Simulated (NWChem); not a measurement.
System: BI$_{3}$; SMILES B(I)(I)I

NWChem input:

```
start job
memory heap 200 mb stack 900 mb global 1100 mb
geometry units angstroms noautoz
  B      0.000000     0.000000    -0.000886
  I      0.546403     2.048308    -0.000866
  I      1.500685    -1.497353    -0.000866
  I     -2.047088    -0.550955    -0.000866
end
basis spherical
  * library def2-tzvp
end
ecp
  I library def2-ecp
end
dft
  xc b3lyp
  iterations 150
  semidirect filesize 400000000
  mulliken
end
task dft energy
```

Coordinates come from a PBE0/def2-SVP optimisation. def2 effective core potentials on I; no spin-orbit coupling.

Problem. Predict the main results of this run. (B3LYP/def2-TZVP with def2 effective core potentials on I.) Quantities: basis functions; energy (Ha); highest occupied level (eV); orbital gap (eV).

Solution. 
```yaml
number_of_basis_functions: 181
energy (Ha): -918.34
highest occupied level (eV): -7.13
orbital gap (eV): 4.50
```
